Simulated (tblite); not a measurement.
Input of a run (GFN2-xTB geometry optimisation, gas phase (tblite 0.8.0)), started from a force field or distance geometry:
```
{"job": {"kind": "relax", "xc": "GFN2-xTB", "basis": "xTB"}, "charge": 0, "multiplicity": 1}
C      2.997500     2.345300    -0.234800
C      2.559400     0.964400    -0.059200
C      2.207600    -0.178500     0.098700
C      1.716600    -1.546500     0.256600
C      0.193200    -1.600700     0.429700
C     -0.549700    -1.263500    -0.885600
Si    -2.406300    -1.116000    -0.756800
Si    -2.955100     0.785200     0.441800
C     -2.108800     2.214900    -0.404200
N     -1.587800     3.106900    -0.926200
H      3.508100     2.714700     0.652500
H      2.123100     2.994000    -0.413300
H      3.661600     2.438700    -1.078100
H      2.183100    -1.985600     1.158700
H      2.025500    -2.163700    -0.582200
H     -0.111100    -0.913800     1.237800
H     -0.092900    -2.604400     0.749400
H     -0.167300    -0.328800    -1.300800
H     -0.315800    -2.037100    -1.616100
H     -2.947900    -2.332500    -0.081400
H     -2.996400    -1.048200    -2.114700
H     -4.444600     0.948500     0.467400
H     -2.496500     0.633700     1.861200
```

Output (eV, eV/Å):
```
step      E/eV     max force
  0    -758.27723    1.340
  1    -758.28558    4.030
  2    -758.34990    0.685
  3    -758.36712    0.469
  4    -758.38222    1.262
  5    -758.40628    0.505
  6    -758.42143    0.419
  7    -758.43628    0.197
  8    -758.44120    0.234
  9    -758.44894    0.193
 10    -758.45192    0.128
 11    -758.45450    0.131
 12    -758.45660    0.115
 13    -758.45856    0.123
 14    -758.45964    0.068
 15    -758.46018    0.059
 16    -758.46064    0.050
 17    -758.46120    0.059
 18    -758.46170    0.043
 19    -758.46202    0.037
 20    -758.46223    0.039
 21    -758.46245    0.045
 22    -758.46270    0.044
 23    -758.46293    0.033
 24    -758.46310    0.028
 25    -758.46324    0.028
 26    -758.46340    0.031
 27    -758.46361    0.031
 28    -758.46385    0.032
 29    -758.46410    0.038
 30    -758.46433    0.036
 31    -758.46459    0.032
 32    -758.46488    0.037
 33    -758.46516    0.034
 34    -758.46540    0.033
 35    -758.46560    0.034
 36    -758.46587    0.041
 37    -758.46625    0.049
 38    -758.46669    0.049
 39    -758.46702    0.036
 40    -758.46721    0.027
 41    -758.46737    0.029
 42    -758.46757    0.033
 43    -758.46783    0.039
 44    -758.46816    0.041
 45    -758.46851    0.041
 46    -758.46889    0.054
 47    -758.46929    0.055
 48    -758.46969    0.046
 49    -758.47010    0.043
 50    -758.47053    0.042
 51    -758.47099    0.049
 52    -758.47147    0.051
 53    -758.47198    0.051
 54    -758.47258    0.055
 55    -758.47328    0.064
 56    -758.47401    0.078
 57    -758.47470    0.085
 58    -758.47543    0.077
 59    -758.47638    0.065
 60    -758.47770    0.074
 61    -758.47924    0.069
 62    -758.48064    0.095
 63    -758.48155    0.338
 64    -758.48203    0.257
 65    -758.48444    0.098
 66    -758.48595    0.075
 67    -758.48874    0.068
 68    -758.48973    0.082
 69    -758.49096    0.094
 70    -758.49202    0.046
 71    -758.49269    0.053
 72    -758.49319    0.065
 73    -758.49387    0.061
 74    -758.49462    0.068
 75    -758.49539    0.056
 76    -758.49600    0.049
 77    -758.49648    0.056
 78    -758.49694    0.053
 79    -758.49751    0.061
 80    -758.49822    0.051
 81    -758.49886    0.045
 82    -758.49923    0.029
 83    -758.49941    0.028
 84    -758.49956    0.035
 85    -758.49978    0.049
 86    -758.50002    0.049
 87    -758.50026    0.033
 88    -758.50048    0.035
 89    -758.50070    0.029
 90    -758.50096    0.036
 91    -758.50120    0.032
 92    -758.50137    0.023
 93    -758.50152    0.025
 94    -758.50169    0.039
 95    -758.50190    0.043
 96    -758.50208    0.027
 97    -758.50222    0.033
 98    -758.50236    0.039
 99    -758.50253    0.041
100    -758.50273    0.037
101    -758.50289    0.033
102    -758.50302    0.035
103    -758.50315    0.036
104    -758.50330    0.057
105    -758.50345    0.042
106    -758.50361    0.044
107    -758.50373    0.087
108    -758.50390    0.058
109    -758.50406    0.049
110    -758.50436    0.033
111    -758.50445    0.025
112    -758.50458    0.026
113    -758.50468    0.028
114    -758.50479    0.030
115    -758.50487    0.020
116    -758.50492    0.014
117    -758.50496    0.013
118    -758.50501    0.021
119    -758.50506    0.020
120    -758.50510    0.010
121    -758.50512    0.009
```

Problem. Summarise the run.

Solution. The energy falls by 22.0 kJ/mol over 121 L-BFGS steps, the largest force on an atom goes from 1.34 to 0.009 eV/Å, and the atoms move by 0.377 Å rms after alignment. The bond that changes most is C6–Si7 (sp3 carbon bound to silicon to SiH2 silicon), which lengthens by 0.035 Å. Bonds longer at the end by more than 0.005 Å: 4 of 22; shorter: 12. Among the angles that change most is C9–Si8–H22, from 112.0° to 103.0°. Among the dihedrals that turn most is H20–Si7–Si8–H22, from -63° to -83°. The energy never rose by more than 1e-5 eV on the way. The first step brought 4 % of the lowering.

Problem. What are the final bond lengths?

Solution. C1–C2 1.446 Å, C2≡C3 1.198 Å, C3–C4 1.452 Å, C4–C5 1.534 Å, C5–C6 1.527 Å, C6–Si7 1.901 Å, Si7–Si8 2.319 Å, Si8–C9 1.869 Å, C9≡N10 1.147 Å, C1–H11 1.090 Å, C1–H12 1.090 Å, C1–H13 1.090 Å, C4–H14 1.094 Å, C4–H15 1.095 Å, C5–H16 1.094 Å, C5–H17 1.093 Å, C6–H18 1.094 Å, C6–H19 1.092 Å, Si7–H20 1.472 Å, Si7–H21 1.469 Å, Si8–H22 1.468 Å, Si8–H23 1.469 Å. Numbering counts from 1 in the input's order; the species is `CC#CCCC[SiH2][SiH2]C#N`.

Its GFN2-xTB frequencies are all real (lowest 20 cm⁻¹). The numbers are those of one conformer. 3 starts were optimised and ended at 0.00, 1.42 and 1.64 kcal/mol (GFN2-xTB); the lowest of these is shown.

All values are computed, not measured.
